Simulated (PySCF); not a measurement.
**MCl2+ across the fifth-period p block**

Level: PBE0, basis family def2-TZVP, scalar-relativistic core potentials from Rb on and no relativity for lighter atoms.

Each entry is the lowest minimum that a search over a few typed start shapes (and spin states, where more than one is plausible) found, or that minimum re-optimised at the stated level; isomers with ligand–ligand bonds, or fragments after loss of a ligand pair, can lie lower. Open shells are unrestricted; no spin–orbit coupling; PySCF with density fitting.

```tsv
molecule	2S+1	point group	mean bond to the central atom (Å)	polar-tensor charge of the central atom	gap (eV)	highest ω (cm⁻¹)
InCl₂⁺	1	D∞h	2.203	1.44	6.06	505
SbCl₂⁺	1	C2v	2.252	1.57	4.69	442
ICl₂⁺	?	?	?	?	?	?
```

Task: Fill in the row of ICl₂⁺.

Result: 2S+1: 1; point group: C2v; mean bond to the central atom (Å): 2.256; polar-tensor charge of the central atom: 1.12; gap (eV): 4.34; highest ω (cm⁻¹): 424.

The bond lengthens at every step; the largest change, 0.049 Å, falls between InCl₂⁺ and SbCl₂⁺ among the members listed.

The shape changes along the series: D∞h for InCl₂⁺; C2v for SbCl₂⁺ and ICl₂⁺.

Left out of the table are members whose search was unfinished or whose lowest solution was spin-contaminated, unstable, very soft or bonded differently.
